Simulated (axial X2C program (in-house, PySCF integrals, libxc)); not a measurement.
# GeBr⁺: from the spin-free to the two-component result

Computed with an in-house all-electron X2C program for linear molecules (integrals from PySCF). Spin-free means the one-electron spin-free X2C Hamiltonian; two-component (2c) means X2C with spin–orbit coupling and atomic mean-field two-electron Coulomb and Gaunt terms, so the difference of the two also holds small scalar two-electron terms. Basis: Br dyall-cv3z [8s9p6d4f1g], Ge dyall-cv3z [9s9p7d4f1g] (cores contracted in-house); Gaussian nuclei, density fitting, unrestricted open shells. Masses: Br 78.918 u, Ge 73.921 u.

Spin-free state: M_S = 0, Λ = 0 (closed shell); fragments Br + Ge+.

```
  level  Re (Å)  ωe (cm⁻¹)  De (eV)  μ (D)
   PBE0   2.198      368.9    4.311   3.29
     HF   2.195      378.1    2.731   3.84
    MP2   2.201      376.3    4.193    n/a
   CCSD   2.203      373.1    3.915    n/a
CCSD(T)   2.210      366.9    4.098    n/a
   BLYP   2.244      337.8    4.342   3.27
```

Correlated methods: 10 electrons correlated (number of frozen shells: Br 3 s, 2 p, 1 d; Ge 3 s, 2 p, 1 d), 250 virtual spin orbitals or spinors in MP2, 90 natural virtuals in coupled cluster.

Dipoles are positive if Ge is the positive end and refer to the centre of mass.

Two-component determinant lowest at the distance of the search:

Ω = 0 (closed shell); fragments Br + Ge+.

```
  level  Re (Å)  ωe (cm⁻¹)  De (eV)  μ (D)
   PBE0   2.200      368.0      n/a   3.29
     HF   2.196      377.3      n/a   3.83
    MP2   2.203      375.5    3.935    n/a
   CCSD   2.205      372.2    3.654    n/a
CCSD(T)   2.212      366.1    3.839    n/a
   BLYP   2.246      336.8      n/a   3.27
```

Task: From the two tables, how do the constants change at the CCSD(T) level (2c against spin-free)?

Result: At the CCSD(T) level Re increases by 0.002 Å and ωe drops by 0.8 cm⁻¹; De changes by -0.259 eV.

Occupations by symmetry block were frozen at the best pattern of an incomplete PBE0 search. The closed shell is kept restricted, so the energy runs too high when the bond is stretched far. Dissociation energies refer to the lowest single-determinant-based atoms at the same level and basis. De is not given where an atomic determinant may have missed its ground term or J level, or where the truncated virtual space spoils (T). Coupled cluster ran in a truncated set of natural virtual spinors; the MP2 energy of the rest was added. (T) has no such correction and the atoms are truncated less, which lowers De at CCSD(T) by a hundredth of an eV or more. Without a current term, density functionals place determinants with orbital angular momentum somewhat too high. With the outer-core shells frozen, correlated bond lengths of heavy atoms tend to come out a few hundredths of an ångström too long.
